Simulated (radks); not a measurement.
These are the eigenvalues of the occupied orbitals of an atom or ion with whole-number occupations (eV). Method: non-relativistic Kohn-Sham, PBE, spin-polarised, spherical densities, point nucleus; computed with a radial shooting solver on a logarithmic mesh with Libxc functionals.

orbital  eigenvalue
1s up     -4428.418
1s down   -4427.988
2s up     -526.7164
2s down   -526.3028
2p up     -444.9538
2p down   -444.5296
3s up     -106.1862
3p up      -84.4783
3p down    -82.8672

Which element is it, and in what charge state? The configuration may be excited. Open shells, if any, are filled with parallel spins first.

Answer. Z = 21, scandium, charge +4: Sc4+ in [Ne] 3s1 3p6. The list shows which subshells hold electrons but not how many an open one holds; the 1s level, -162.74 hartree, gives Z - s = 18.0 by -(Z - s)^2/2, which with screening narrows Z to a few neighbours, and the depths of the outer levels then fix element, charge and occupations together.
